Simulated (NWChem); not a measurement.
Molecule: C2H5O, doublet; SMILES C[CH]O

```xyz
8

C     -0.2116    -1.2221     0.0031
C      0.5160     0.0730    -0.0776
O     -0.2972     1.1817     0.0063
H      0.4696    -2.0540    -0.2058
H     -0.6615    -1.3986     0.9964
H     -1.0295    -1.2544    -0.7279
H      1.5161     0.1704     0.3488
H      0.2557     1.9770    -0.0146
```
Atoms are numbered in this order, from 1.

Program: NWChem. Spin-unrestricted. All runs use the structure optimised with B3LYP/6-31G* (spherical d), spin-unrestricted. No stability test was run on the SCF state. Level M06-2X/def2-SVP: energy and gradient on several grids; changes count from the extra-fine grid, which is no exact limit either.

| grid | size of the energy change (μHa) | largest change of a gradient component (μHa/bohr) | time, medium = 1 (rough) |
|---|---|---|---|
| xcoarse | 20000 | 3000 | 0.5 |
| coarse | 200 | 500 | about 1 |
| medium | 20 | 200 | about 1 |
| fine | < 10 | < 30 | about 1 |
| xfine | < 10 | < 30 | 4 |
